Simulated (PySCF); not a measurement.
Computed shifts of a molecule C₂H₅FN₂Si, PySCF with B3LYP/pcSseg-1, GIAO, gas phase, atoms alike by connectivity averaged where their shifts nearly agree, in ppm (number of nuclei): ¹⁵N: 535.0 (1), 28.3 (1). ²⁹Si: -7.9 (1). ¹³C: 212.3 (1), 125.5 (1). ¹⁹F: -197.9 (1). ¹H: 9.30 (1), 6.67 (1), 5.87 (1), 1.63 (2). References: ¹⁵N against NH3 (σ = 265.5 ppm); ²⁹Si against TMS (σ = 338.7 ppm); ¹³C against TMS (σ = 181.3 ppm); ¹⁹F against CFCl3 (σ = 161.7 ppm); ¹H against TMS (σ = 31.68 ppm), references at their B3LYP-D3(BJ)/def2-TZVP geometries, non-relativistic. The structure is a stationary point at B3LYP-D3(BJ)/def2-SVP. Other conformers were not sampled.

Problem. Which structure fits?
(A) C#C[Si](N)(N)F
(B) N#CC[Si@@H](N)F
(C) N#C[C@H](F)[SiH2]N
(D) N[Si@@H]1C=N[C@@H]1F

Solution. D, N[Si@@H]1C=N[C@@H]1F
